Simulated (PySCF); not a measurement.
```xyz
7

O      1.1826     0.4949    -0.1944
C      0.0814     0.0981     0.5355
O     -1.0581     0.7960     0.1942
O     -0.1069    -1.2681     0.5102
H      1.7470    -0.2910    -0.3226
H     -0.7769     1.6010    -0.2808
H     -1.0691    -1.4310     0.5296
```

Charge 0, multiplicity 2.

Question: Give the Mulliken and meta-Löwdin atomic charges from PySCF 2.14.0 with PBE-D3(BJ)/def2-TZVP.

Answer: 
| atom | Mulliken (e) | meta-Löwdin (e) |
|---|---|---|
| O1 | -0.36 | -0.47 |
| C2 | 0.16 | 0.39 |
| O3 | -0.36 | -0.47 |
| O4 | -0.36 | -0.47 |
| H5 | 0.31 | 0.34 |
| H6 | 0.31 | 0.34 |
| H7 | 0.31 | 0.34 |
